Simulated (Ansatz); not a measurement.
Cost and result for the atomization energy of `[TeH]C1O[SiH2]1` (8 atoms, 8 bonds).

Charge 0, multiplicity 1. Correlated methods include outer-core shells of Te, which these sets cover unevenly. Te: def2 effective core potential. The structure was optimised at the PBE0-D4/def2-TZVP level. Program: Ansatz. All runs use 4 threads of an Arm Neoverse V1 on a shared host. Times are those of one run each, without the atoms' runs, and a repeat can differ threefold. Electronic energies, without spin–orbit coupling; frozen cores. CCSD(T)/CBS adds CCSD(T) − MP2 in def2-TZVPP to the MP2 limit, and its time is that of the two runs behind it. T1 = 0.014. With those shells the extrapolation isn't a true limit. B3LYP takes the VWN-RPA correlation (the form of Gaussian; ORCA's B3LYP/G).

CCSD(T)/CBS is a level of theory with its own doubt, some kJ/mol a heavy atom from the limit and from the frozen cores, so smaller differences don't rank the functionals.

| level | functions | wall time | atomization (kcal/mol) | difference from CCSD(T)/CBS | per bond |
| --- | --- | --- | --- | --- | --- |
| PBE-D4/def2-TZVPP (with forces) | 210 | 2 s | 623.7 | 10.4 | 1.3 |
| PBE0-D4/def2-TZVPP | 210 | 2.5 s | 606.4 | -6.9 | -0.9 |
| B3LYP-D4/def2-TZVPP (with forces) | 210 | 3.8 s | 606.7 | -6.6 | -0.8 |
| r2SCAN-D4/def2-TZVPP (with forces) | 210 | 4.4 s | 610.7 | -2.6 | -0.3 |
| B2PLYP/def2-TZVPP | 210 | 4.6 s | 599.3 | -14.0 | -1.8 |
| ωB97X-V/def2-TZVPP | 210 | 7 s | 612.1 | -1.2 | -0.1 |
| ωB97M-V/def2-TZVPP (with forces) | 210 | 10 s | 608.0 | -5.3 | -0.7 |
| MP2/def2-QZVPP | 386 | 14 s | 616.1 | 2.8 | 0.4 |
| CCSD(T)/def2-TZVPP | 210 | 100 s | 590.6 | -22.7 | -2.8 |
| CCSD(T)/CBS(def2) | – | 110 s | 613.3 | 0.0 | 0.0 |

In def2-TZVPP, CCSD(T) changes the Hartree–Fock value by +187.2 kcal/mol (the triples alone add +13.6 kcal/mol) and MP2 by +199.1 kcal/mol; breaking electron pairs costs correlation energy, which Hartree–Fock lacks. The D4 term adds +7.9 kcal/mol with B3LYP and +4.1 kcal/mol with PBE0; it sums over pairs of atoms, weighted by their polarisabilities, and B3LYP, whose exchange is more repulsive, gets the larger term. From PBE to PBE0 (25 % exact exchange), in def2-TZVPP and without D4, the atomization energy moves by −16.6 kcal/mol: exact exchange takes away binding that semilocal exchange gives to molecules.

Spin–orbit coupling would lower the free Te atoms strongly, and the atomization energy with them, by more than many differences here.
